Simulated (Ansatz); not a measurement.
`[CH3][GaH][CH3]` + `NCF` → `[CH3][GaH][NH]CF` + CH₄  (ligand exchange at a Ga–C bond)

Calculated with Ansatz (gas phase, PBE0-D4/def2-TZVP geometries, no zero-point term in ΔE). CBS: MP2 limit from def2 TZ/QZ plus the TZ coupled-cluster correction, frozen cores. This one scheme is used for every species. Functionals use def2-TZVPP. For Ga outer-core shells are correlated without core-valence functions, which leaves a few kJ/mol of doubt a bond. Scalar relativity is left out up to krypton. Each species was taken in one conformer, which may not be the lowest.

`[CH3][GaH][CH3]`:

```xyz
10

C    -0.805   -1.106    1.050
Ga    0.205   -0.493   -0.528
C     0.678    1.412   -0.721
H    -0.106   -1.276    1.876
H    -1.333   -2.043    0.869
H    -1.520   -0.351    1.385
H     0.637   -1.528   -1.639
H    -0.170    1.945   -1.167
H     1.539    1.563   -1.373
H     0.875    1.876    0.247
```

`NCF`:

Cartesian coordinates in Å:
```
N 0.390 0.473 0.649
C -0.044 -0.161 -0.524
F -1.145 -1.013 -0.332
H -0.311 1.080 1.049
H 0.716 -0.178 1.349
H -0.360 0.582 -1.259
H 0.754 -0.783 -0.933
```

`[CH3][GaH][NH]CF`:

Z-matrix (Å, degrees):
```
C
Ga 1 1.959
H 1 1.092 2 110.5
H 1 1.090 2 111.6 3 -121.2
H 1 1.093 2 110.1 3 118.8
N 2 1.842 1 116.4 3 -49.3
H 2 1.563 1 128.9 3 133.8
C 6 1.400 2 125.0 1 11.3
H 6 1.008 2 119.7 1 174.6
F 8 1.408 6 112.4 2 84.7
H 8 1.093 6 110.9 2 -33.3
H 8 1.094 6 112.4 2 -156.7
```

CH₄:

Z-matrix (Å, degrees):
```
C
H 1 1.090
H 1 1.090 2 109.5
H 1 1.090 2 109.5 3 -120.0
H 1 1.090 2 109.5 3 120.0
```

| level | ΔE (kJ/mol) |
| --- | --- |
| ωB97M-V | -68.1 |
| MP2/def2-QZVPP | -74.4 |

Question: What does CCSD(T)/CBS give? (An estimate is asked.)

Answer: Computed: -72.4 kJ/mol. The listed levels differ from it by 4.3, -2.0 kJ/mol.

Largest T1 diagnostic among the species: 0.013.

In def2-TZVPP, CCSD(T) changes the Hartree–Fock value by −4.7 kJ/mol (the triples alone add −1.6 kJ/mol) and MP2 by −6.4 kJ/mol. The D4 term adds −5.3 kJ/mol with B3LYP and −3.0 kJ/mol with PBE0; it sums over pairs of atoms, weighted by their polarisabilities, and B3LYP, whose exchange is more repulsive, gets the larger term.

B3LYP here is the variant with VWN-RPA as its local correlation; programs differ in this.
